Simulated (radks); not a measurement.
Q: All-electron atom: the cobalt ion Co18+ in [He] 2s2 2p5. Calculated with a radial shooting solver on a logarithmic mesh with Libxc functionals: scalar-relativistic Kohn-Sham, exchange-only LDA, spin-polarised, spherical densities, point nucleus; open shells are filled with parallel spins first. Some entries of the table are withheld. Estimate them.

orbital  occ.  eigenvalue (hartree)  <r^2> (bohr^2)
1s up       1             -306.0054        0.004248
1s down     1             -305.8141        0.004244
2s up       1                   (1)             (2)
2s down     1                   (3)             (4)
2p up       3             -53.54599         0.05682
2p down     2             -53.21706         0.05713

A: 
(1) 2s up eigenvalue (hartree): -57.72405
(2) 2s up <r^2> (bohr^2): 0.07217
(3) 2s down eigenvalue (hartree): -57.44629
(4) 2s down <r^2> (bohr^2): 0.07245
